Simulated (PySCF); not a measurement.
Cr (chromium, neutral): UHF calculation

Configuration: [Ar] 3d5 4s1, high-spin 7S determinant. All numbers are calculated (PySCF 2.14, no relativity, point nucleus, in cc-pVDZ (6s5p3d1f, 43 functions)).

| Property | Result |
| --- | --- |
| Total energy | -1043.355069 hartree |
| One-electron energy | -1439.8082 hartree |
| Hartree (Coulomb) energy | 444.2340 hartree |
| Exchange energy | -47.7809 hartree |
| Kinetic energy | 1043.49071 hartree |
| ⟨S²⟩ | 12.0000 |
| ⟨L²⟩ | 0.000 |
| Sum of ⟨r⟩ | 20.49 bohr |
| Sum of ⟨r²⟩ | 37.72 bohr² |
| Density at the nucleus (Gaussians lack the cusp) | 9260 bohr⁻³ |
| Spin density at the nucleus | 1.96 bohr⁻³ |
| Langevin diamagnetic susceptibility | -29.9 ×10⁻⁶ cm³/mol |
| Time after the integrals | 0.1 s of wall time on 1 thread of Intel(R) Xeon(R) 6975P-C (shared host) |

| shell | electrons | mean orbital energy (eV) | rms radius, mean of both spins (bohr) |
| --- | --- | --- | --- |
| 1s α | 1 | -5996.8 | 0.0743 |
| 1s β | 1 | -5996.7 | 0.0743 |
| 2s α | 1 | -714.41 | 0.319 |
| 2s β | 1 | -711.67 | 0.319 |
| 2p α | 3 | -603.64 | 0.288 |
| 2p β | 3 | -600.95 | 0.288 |
| 3s α | 1 | -94.048 | 0.980 |
| 3s β | 1 | -84.600 | 0.980 |
| 3p α | 3 | -61.486 | 1.06 |
| 3p β | 3 | -50.022 | 1.06 |
| 3d α | 5 | -10.096 | 1.59 |
| 4s α | 1 | -6.048 | 3.96 |
